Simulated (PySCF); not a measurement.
**A small calculation by hand: oscillator strength and radiative lifetime**

Si(F)2(H)(NHMe) (CH5F2NSi), SMILES [SiH](NC)(F)F.

Geometry optimised at PBE0-D3(BJ)/def2-SVP. The structure was generated by enumeration, and PubChem lists no compound with its InChIKey, so it may never have been made. The values are those of a single conformer.

PySCF with TDA-PBE/def2-SVPD puts the first singlet state with f over 0.02 at 6.95 eV (vertical), with the transition dipole (-0.269, -0.104, 0.202) in atomic units.

### Question
Find the oscillator strength, the wavelength and the radiative lifetime that this transition would have in vacuum if emission retraced absorption.

### Answer

|μ|² = 0.1240 au, so |μ| = 0.89 D. ΔE = 6.95/27.211 = 0.2554 hartree. f = (2/3) ΔE |μ|² = 0.021 (the program prints 0.021).
λ = 1239.84/6.95 = 178 nm; ν = 56056 cm⁻¹.
Einstein's coefficient A = 0.6670 ν² f s⁻¹ (ν in cm⁻¹) = 4.4e7 s⁻¹, so τ = 1/A = 23 ns. This state is S3; the lower singlets have f = 0.001, 0.013. The figure is the radiative limit of this one transition; relaxation, internal conversion, crossing to triplets and a medium change what is measured.
